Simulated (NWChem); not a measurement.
System: WF$_{5}$, doublet; SMILES [F][W]([F])([F])([F])[F]

Results from NWChem. Spin-unrestricted. Geometry: optimised at PBE0/def2-SVP, spin-unrestricted. No frequency run checked for a minimum. No stability test was run on the SCF state. def2 effective core potentials on W; no spin-orbit coupling. Total energies compare along this basis series because the functional is fixed.

| level | basis functions | energy (Ha) | highest occupied level (eV) | lowest empty minus highest occupied level, either spin (eV) | dipole (D) |
|---|---|---|---|---|---|
| PBE/def2-SVP | 102 | -565.7188 | [?] | 0.32 | 0.56 |
| PBE/def2-SVPD | 150 | -565.7595 | -5.19 | 0.33 | 0.58 |
| PBE/def2-TZVP | 195 | -566.3499 | -4.95 | 0.35 | 0.58 |
| PBE/def2-TZVPP | 211 | -566.3593 | -4.91 | 0.38 | 0.56 |

Q: Fill in the missing entries.

A: 
- PBE/def2-SVP, highest occupied level (eV): -4.83
